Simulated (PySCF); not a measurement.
# `N[Si@@H]([SiH3])N1CC[C@@H](F)C1`: 4 charge schemes on one density

C4H13FN2Si2.
Structure used (GFN2-xTB), in Å, numbered top down from 1:
```
atom  x, y, z in Å
N1    -1.9905   -1.7334   -0.1795
Si2   -1.5137   -0.1354   -0.6377
Si3   -2.7388    1.3241    0.6683
N4     0.1912   -0.1608   -0.3728
C5     1.1016    0.7962   -0.9473
C6     2.4705    0.1530   -0.7151
C7     2.2994   -0.5573    0.6310
F8     2.9222    0.1578    1.6369
C9     0.7805   -0.5869    0.8724
H10   -2.9726   -1.9515   -0.1597
H11   -1.4788   -2.5142   -0.5609
H12   -1.5701    0.1325   -2.0911
H13   -2.3014    2.7173    0.5055
H14   -4.1705    1.3151    0.3424
H15   -2.6576    1.0583    2.1100
H16    0.8742    0.9502   -2.0009
H17    1.0512    1.7671   -0.4301
H18    2.6817   -0.5772   -1.4946
H19    3.2804    0.8777   -0.6707
H20    2.7624   -1.5487    0.6525
H21    0.5604    0.1087    1.6964
H22    0.4080   -1.5733    1.1443
```

Density: PBE0/pcSseg-1 (PySCF); schemes: Mulliken, IAO, Hirshfeld and ESP-fitted. One conformer (not necessarily the lowest) at the GFN2-xTB geometry, without solvent, vibrations or thermal averaging.

Atoms with like bonding are taken together and averaged. Do the Mulliken, IAO, Hirshfeld and ESP-fitted schemes agree on where the charge is highest?

All schemes agree: Mulliken Si2 (+0.738); IAO Si2 (+0.885); Hirshfeld Si2 (+0.332); ESP-fitted Si2 (+0.453).

Do the Mulliken, IAO, Hirshfeld and ESP-fitted schemes agree on where the charge is lowest?

The schemes don't all agree: Mulliken N4 (-0.816); IAO N1 (-0.845); Hirshfeld N1 (-0.316); ESP-fitted N1 (-1.016).

Give the atomic charges in each scheme.

In e; atoms taken as equivalent share a row and are averaged (×n: the atom named and its like, n in all):

```json
{"atom": "N1", "environment": "silicon-bound nitrogen", "Mulliken": "-0.635", "IAO": "-0.845", "Hirshfeld": "-0.316", "ESP-fitted": "-1.016"}
{"atom": "Si2", "environment": "SiH silicon", "Mulliken": "+0.738", "IAO": "+0.885", "Hirshfeld": "+0.332", "ESP-fitted": "+0.453"}
{"atom": "Si3", "environment": "SiH3 silicon", "Mulliken": "+0.132", "IAO": "+0.212", "Hirshfeld": "+0.195", "ESP-fitted": "+0.215"}
{"atom": "N4", "environment": "silicon-bound nitrogen", "Mulliken": "-0.816", "IAO": "-0.519", "Hirshfeld": "-0.180", "ESP-fitted": "-0.159"}
{"atom": "C5", "environment": "sp3 carbon bound to nitrogen", "Mulliken": "-0.003", "IAO": "-0.149", "Hirshfeld": "-0.029", "ESP-fitted": "-0.081"}
{"atom": "C6", "environment": "ring CH2 carbon", "Mulliken": "-0.174", "IAO": "-0.288", "Hirshfeld": "-0.082", "ESP-fitted": "-0.144"}
{"atom": "C7", "environment": "sp3 C–F carbon", "Mulliken": "+0.113", "IAO": "+0.177", "Hirshfeld": "+0.068", "ESP-fitted": "+0.236"}
{"atom": "F8", "environment": "alkyl fluorine", "Mulliken": "-0.342", "IAO": "-0.334", "Hirshfeld": "-0.125", "ESP-fitted": "-0.274"}
{"atom": "C9", "environment": "sp3 carbon bound to nitrogen", "Mulliken": "+0.065", "IAO": "-0.175", "Hirshfeld": "-0.038", "ESP-fitted": "-0.108"}
{"atom": "H10/H11", "environment": "N–H hydrogen", "Mulliken": "+0.192", "IAO": "+0.261", "Hirshfeld": "+0.115", "ESP-fitted": "+0.391"}
{"atom": "H12", "environment": "Si–H hydrogen", "Mulliken": "-0.118", "IAO": "-0.163", "Hirshfeld": "-0.097", "ESP-fitted": "-0.132"}
{"atom": "H13/H14/H15", "environment": "Si–H hydrogen", "Mulliken": "-0.063", "IAO": "-0.096", "Hirshfeld": "-0.077", "ESP-fitted": "-0.084"}
{"atom": "H16", "environment": "methylene hydrogen", "Mulliken": "+0.126", "IAO": "+0.143", "Hirshfeld": "+0.043", "ESP-fitted": "+0.067"}
{"atom": "H17", "environment": "methylene hydrogen", "Mulliken": "+0.112", "IAO": "+0.110", "Hirshfeld": "+0.029", "ESP-fitted": "+0.070"}
{"atom": "H18", "environment": "methylene hydrogen", "Mulliken": "+0.124", "IAO": "+0.145", "Hirshfeld": "+0.044", "ESP-fitted": "+0.050"}
{"atom": "H19", "environment": "methylene hydrogen", "Mulliken": "+0.132", "IAO": "+0.155", "Hirshfeld": "+0.046", "ESP-fitted": "+0.086"}
{"atom": "H20", "environment": "methine hydrogen", "Mulliken": "+0.102", "IAO": "+0.137", "Hirshfeld": "+0.042", "ESP-fitted": "+0.042"}
{"atom": "H21", "environment": "methylene hydrogen", "Mulliken": "+0.119", "IAO": "+0.126", "Hirshfeld": "+0.030", "ESP-fitted": "+0.082"}
{"atom": "H22", "environment": "methylene hydrogen", "Mulliken": "+0.129", "IAO": "+0.150", "Hirshfeld": "+0.041", "ESP-fitted": "+0.084"}
```

Mean size of the charges over all atoms: IAO 0.251 e, Mulliken 0.207 e, ESP-fitted 0.197 e, Hirshfeld 0.100 e. Each set sums to the total charge, 0, to within 0.001 e. The ESP scheme fits charges at the nuclei, held to the total charge, to the electrostatic potential on points at 1.4 to 2.0 times the van der Waals radii. The Mulliken scheme gives each basis function's population to the atom it is centred on and halves the overlap population of two atoms between them.

Some averages cover members that differ in this geometry: H10/H11, ESP-fitted +0.377 to +0.405; H13/H14/H15, ESP-fitted -0.099 to -0.072 e.

How closely do the schemes follow one another over all atoms?

Correlation coefficient and root-mean-square difference: IAO with Hirshfeld 0.97, 0.208 e; Mulliken with IAO 0.94, 0.112 e; Mulliken with Hirshfeld 0.91, 0.191 e; IAO with ESP-fitted 0.90, 0.144 e; Hirshfeld with ESP-fitted 0.90, 0.182 e; Mulliken with ESP-fitted 0.79, 0.193 e.

Sum the charges by element, for elements with more than one atom.

```csv
element,atoms,Mulliken,IAO,Hirshfeld,ESP-fitted
N,2,-1.451,-1.363,-0.495,-1.175
Si,2,+0.870,+1.097,+0.527,+0.667
C,4,+0.001,-0.436,-0.081,-0.098
H,13,+0.922,+1.036,+0.175,+0.880
```
